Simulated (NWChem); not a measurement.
Species: BHCl₂; SMILES ClBCl

All runs: NWChem. Pople sets run with spherical d functions. Each level has its own optimisation; frequencies are unscaled.

For level Hartree-Fock/6-31G*:

- highest harmonic frequency (cm⁻¹): 2871
- lowest (cm⁻¹): 311

Q: What are these values for level B3LYP/3-21G?

A: highest harmonic frequency (cm⁻¹): 2798
lowest (cm⁻¹): 289
